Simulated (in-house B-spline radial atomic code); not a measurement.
Configurations of Xe3+, with energies counted from [Kr] 4d10 5s2 5p3. Level of theory: non-relativistic RPBE, spin-polarised, spherical fractional occupations, point nucleus; calculated with a B-spline radial code for spherical atoms. Shells without spins written out take the highest spin.

Occupations are held fixed; configurations that lie above the ionisation limit could autoionise.

```json
{"configuration": "[Kr] 4d10 4f(0 up, 1 down) 5s2 5p(1 up, 1 down)", "E - E(ref) (eV)": "22.373", "highest orbital": "4f down", "its <r> (bohr)": "1.919"}
{"configuration": "[Kr] 4d10 5s2 5p2 6p1", "E - E(ref) (eV)": "23.853", "highest orbital": "6p up", "its <r> (bohr)": "4.238"}
{"configuration": "[Kr] 4d10 5s2 5p2 5f1", "E - E(ref) (eV)": "30.069", "highest orbital": "5f up", "its <r> (bohr)": "4.875"}
{"configuration": "[Kr] 4d10 5s(1 up, 0 down) 5p(1 up, 2 down) 6s(0 up, 1 down)", "E - E(ref) (eV)": "33.345", "highest orbital": "6s down", "its <r> (bohr)": "3.746"}
{"configuration": "[Kr] 4d9 4f1 5s2 5p3", "E - E(ref) (eV)": "78.277", "highest orbital": "4f up", "its <r> (bohr)": "1.558"}
{"configuration": "[Ar] 3d9 4s2 4p6 4d10 5s2 5p3 6s1", "E - E(ref) (eV)": "699.06", "highest orbital": "6s up", "its <r> (bohr)": "3.653"}
{"configuration": "[Ar] 3d9 4s2 4p6 4d10 5s2 5p3 6p1", "E - E(ref) (eV)": "702.67", "highest orbital": "6p up", "its <r> (bohr)": "4.117"}
```

Problem. Order these further configurations by energy, lowest first.
A. [Kr] 4d10 5s1 5p3 6s1
B. [Ar] 3d10 4s2 4p(2 up, 3 down) 4d10 5s2 5p(1 up, 3 down)
C. [Kr] 4d10 5s2 5p2 5d1
D. [Kr] 4d10 5s2 5p(2 up, 1 down)
E. [Ar] 3d(5 up, 4 down) 4s2 4p6 4d10 5s2 5p(1 up, 2 down) 6d(0 up, 1 down)

Solution. D (2.0319 eV), C (16.478 eV), A (28.682 eV), B (139.2 eV), E (710.26 eV).

Problem. How far above the reference does [Ar] 3d10 4s2 4p5 4d10 5s2 5p3 5d1 lie?

Solution. 153.83 eV; its least bound orbital is 5d up with <r> = 2.51 bohr.

Problem. How far above the reference does [Kr] 4d10 5s2 5p2 6s1 lie?

Solution. 20.37 eV; its least bound orbital is 6s up with <r> = 3.755 bohr.
